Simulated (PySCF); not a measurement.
# Ions at one geometry of YCl3(NH3)

PySCF 2.14.0, RKS PBE0, Y def2-SVP with ECP28, Cl def2-SVP, N def2-SVP, H def2-SVP; non-relativistic Hamiltonian with scalar-relativistic core potentials where named; density fitting; no spin-orbit coupling; singlets restricted, open shells unrestricted. The geometry is relaxed for charge 0, singlet, vacuum:

```xyz
8

Y     0.0038   -0.0038    0.0038
Cl    1.1179    1.8940    1.1179
Cl   -1.8940   -1.1179    1.1179
Cl    1.1179   -1.1179   -1.8940
N    -1.3964    1.3964   -1.3964
H    -2.0063    2.0063   -0.8475
H    -0.8475    2.0063   -2.0063
H    -2.0063    0.8475   -2.0063
```

Energies count from the relaxed state; an electron taken off or put on is at rest in vacuum. Charges and spins are Mulliken's.

```
                     state  energy (eV)  spin squared  charge on Y1 (e)  spin on Y1 (e)  dipole about the centre of mass (D)
 charge 0, singlet, vacuum         0.00          0.00              0.73            0.00                                 5.27
charge +1, doublet, vacuum        10.36          0.76              0.92           -0.10                                 4.53
```

Task: What does the state charge -1, doublet, vacuum give?

Result: energy (eV) 0.18, spin squared 0.75, charge on Y1 (e) -0.12, spin on Y1 (e) 0.98, dipole about the centre of mass (D) 4.19.

With an electron taken off (doublet) the charges change, summed by element, by Y +0.19 e, Cl +0.77 e, N -0.02 e, H +0.06 e. The vertical ionisation energy is 10.36 eV, against −ε(HOMO) = 8.44 eV of the relaxed state. The level lies 1.9 eV too high, as is usual for semilocal functionals and global hybrids, which keep a self-interaction error.

With an electron put on (doublet) the charges change, summed by element, by Y -0.86 e, Cl -0.09 e, N +0.10 e, H -0.15 e. The vertical electron affinity is -0.18 eV, against −ε(LUMO) = 1.06 eV of the relaxed state. The basis has no diffuse functions, which an added electron needs. The added electron's level lies above zero.

Open shells may have lower solutions than those found.
